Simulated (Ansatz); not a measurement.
One geometry of [(OH)2Al]2NH (Al2NO4H5), several levels of theory.

```yaml
crystal:
  periodic: [false, false, false]
  atoms:
    - {symbol: Al, position_ang: [0.531183, 0.800006, 0.761685]}
    - {symbol: O, position_ang: [-0.369516, 1.981432, 1.630246]}
    - {symbol: O, position_ang: [2.065857, 0.502382, 1.481385]}
    - {symbol: N, position_ang: [0.293774, 0.589086, -1.083258]}
    - {symbol: Al, position_ang: [-0.604427, -0.898100, -0.991301]}
    - {symbol: O, position_ang: [-0.498113, -0.893493, 0.779358]}
    - {symbol: O, position_ang: [-1.413803, -2.156351, -1.766499]}
    - {symbol: H, position_ang: [-1.063384, 2.502347, 1.220307]}
    - {symbol: H, position_ang: [2.807094, 0.155178, 0.980396]}
    - {symbol: H, position_ang: [0.612175, 1.180137, -1.838820]}
    - {symbol: H, position_ang: [-0.786096, -1.429523, 1.522214]}
    - {symbol: H, position_ang: [-1.574735, -2.333101, -2.695703]}
basis:
  gaussian: {orbitals: def2-TZVP, initial_orbitals: start.molden}
hamiltonian: {xc: pbe}
correlation: {method: rpa}
scf: {omitted_lower_state_checks: [starts]}
```

The file start.molden holds the orbitals of an earlier run on this structure, at another level or in another basis.

```sh
$ ansatz run in.yaml --threads 2 --pin off --events-out ev --progress --plain --max-ram 32768MiB --backend cpu
```

Shortened log:

```
Functional definition: PBE
1711 factors; integrals over basis functions are off by at most 1.3e-3 eV
mean field evaluation 1: about -22948.7701 eV, gradient 1.4e1 eV
mean field evaluation 2: about -22948.9488 eV, gradient 2.1e-1 eV
mean field evaluation 4: about -22948.9436 eV, gradient 6.2e-4 eV
mean field evaluation 8: about -22948.9436 eV, gradient 2.3e-6 eV
mean field -22948.94357912 eV, -843.3581211799 hartree, gradient 2.3e-6 eV, S^2 0.000000; 0 other end points of the search recorded, 0 dependent functions left out
15 core orbitals not correlated: weight in the atoms' cores, before any rotation towards them, 1.000 or more for the frozen orbitals, at most 0.000 for the correlated occupied ones
reference -22886.86665020 eV, -841.0768361195 hartree; 20, 20 occupied and 224, 224 virtual orbitals, 1711 factors
Total energy: -22941.09227630 eV, -843.0695911233 hartree
Checks for a lower state left out: starts
```

Hardware: 2 threads of AMD EPYC 7R13 on a shared host. Wall time 9 s, peak host memory 0.7 GiB.

As the first input, with `hamiltonian: {xc: pbe, dispersion: d4}`, `output: {orbitals: {seedname: orbitals}}` and without the key `correlation` (abridged; 3.3 s):

```
Functional definition: PBE
mean field -22948.94375451 eV, -843.3581276254 hartree, gradient 2.7e-5 eV, S^2 0.000000
Total energy: -22949.22990805 eV, -843.3686435740 hartree
Checks for a lower state left out: starts
```

First input, but with `hamiltonian: {xc: lda}`, `output: {forces: true, orbitals: {seedname: orbitals}}` and without the key `correlation` (abridged; 3 s):

```
Functional definition: SPW92
mean field -22839.19644834 eV, -839.3249885130 hartree, gradient 1.5e-5 eV, S^2 0.000000
Total energy: -22839.19650104 eV, -839.3249904498 hartree
Atom 0 force    -0.022664    -0.032848    -0.052344 eV/Å
Atom 1 force     0.515047    -0.502330    -0.010814 eV/Å
Atom 2 force    -0.680136     0.222624     0.063394 eV/Å
Atom 3 force    -0.137586    -0.270500     0.468786 eV/Å
Atom 4 force    -0.002448    -0.030201     0.266196 eV/Å
Atom 5 force     0.247003     0.469784    -0.712023 eV/Å
Atom 6 force     0.209322     0.290495     0.575333 eV/Å
Atom 7 force    -0.244430     0.123035    -0.185177 eV/Å
Atom 8 force     0.204438    -0.148267    -0.211500 eV/Å
Atom 9 force     0.032119     0.064786    -0.112880 eV/Å
Atom 10 force    -0.114208    -0.206047     0.223485 eV/Å
Atom 11 force    -0.006457     0.019469    -0.312455 eV/Å
Dipole moment:    -0.431305    -0.614027    -0.923665 e Å
Checks for a lower state left out: starts
```

First input, but with `hamiltonian: {xc: {name: LC-wPBE}}`, `output: {orbitals: {seedname: orbitals}}` and without the key `correlation` (abridged; 4.9 s):

```
Functional definition: LC-wPBE
mean field -22956.80079853 eV, -843.6468686674 hartree, gradient 2.2e-5 eV, S^2 0.000000
Total energy: -22956.80079854 eV, -843.6468686678 hartree
Checks for a lower state left out: starts
```

As the first input, with `gaussian: {orbitals: 6-31G}`, `hamiltonian: {xc: {name: B3LYP}, dispersion: d4}`, `output: {orbitals: {seedname: orbitals}}` and without the key `correlation` (abridged; 1.8 s):

```
Functional definition: B3LYP
mean field evaluation 16: about -22957.4923 eV, gradient 3.8e-5 eV
mean field -22957.49232343 eV, -843.6722817387 hartree, gradient 3.8e-5 eV, S^2 0.000000
Total energy: -22957.95285290 eV, -843.6892058847 hartree
Checks for a lower state left out: starts
```

First input, but with `correlation: {method: mp2}`, `output: {orbitals: {seedname: orbitals}}` and without the key `hamiltonian` (abridged; 6 s):

```
Functional definition: HF
mean field -22889.08774193 eV, -841.1584597352 hartree, gradient 8.1e-6 eV, S^2 0.000000
15 core orbitals not correlated: weight in the atoms' cores, before any rotation towards them, 1.000 or more for the frozen orbitals, at most 0.000 for the correlated occupied ones
second order -35.66755577 eV of doubles, -0.00000000 eV of singles
Total energy: -22924.75529770 eV, -842.4692182334 hartree
Checks for a lower state left out: starts
```

Geometry: B3LYP-D4/def2-SVP.

LC-ωPBE has ω = 0.4 bohr⁻¹. B3LYP takes the VWN-RPA correlation. Correlated methods freeze 15 core orbitals.
